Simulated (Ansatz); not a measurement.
Series B-XY, Y = H, computed as singlets and as triplets. All species are isolated molecules in the gas phase. One relaxed conformer stands for each flexible species; it need not be the lowest. Strings in code marks are SMILES.

Quantity: adiabatic spin-state energy, in kcal/mol. HF references are unrestricted for open shells and restricted for singlets. The restricted reference of `[BH-]S` is unstable towards unrestricted orbitals.

Case: `[BH-]S`: multiplicity 3 minus multiplicity 1. The other species in the difference include `[BH-]S` (H–B–S–H torsion 0°) (charge -1, multiplicity 1). Geometry of `[BH-]S` (charge -1, multiplicity 3, Å):

```xyz
4

B     -0.8356     0.2440     0.3175
S      0.8528     0.5729    -0.3185
H     -1.6724    -0.4294    -0.2382
H      1.6552    -0.3875     0.2392
```

Task: Estimate the adiabatic spin-state energy that frozen-core CCSD(T)/aug-cc-pVTZ // PBE0-D3(BJ)/def2-TZVPD (Ansatz, a program for electronic structure) returns for this input.

Result: 15.2 kcal/mol.
